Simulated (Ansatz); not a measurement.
Compare A (`OC(S)S[SiH3]`) with its isomer B (`OCS[SiH2]S`).

Program: Ansatz. Geometries: PBE0-D4/def2-TZVP. ΔE: electronic, gas phase. CCSD(T)/CBS adds triple-zeta CCSD(T) − MP2 to the extrapolated MP2 energy (def2 sets, frozen cores). Functionals use def2-TZVPP. B3LYP here is the variant with VWN-RPA as its local correlation; programs differ in this. One conformer a species, not always the lowest.

(1) Which is lower in electronic energy at CCSD(T)/CBS, and by how much? (An estimate is asked.)

(2) Give E(B) − E(A) in kcal/mol with HF/def2-TZVPP, r2SCAN-D4, CCSD/def2-TZVPP, B2PLYP, B3LYP-D4, MP2/def2-TZVPP, B3LYP. (Estimate.)

Largest T1 diagnostic: 0.012.

## Answers

(1) The calculation gave: B, by 26.8 kcal/mol.

(2) The calculation gave: HF/def2-TZVPP -26.6, r2SCAN-D4 -27.6, CCSD/def2-TZVPP -26.4, B2PLYP -26.6, B3LYP-D4 -26.9, MP2/def2-TZVPP -26.9, B3LYP -26.6. None reverses the order clearly.
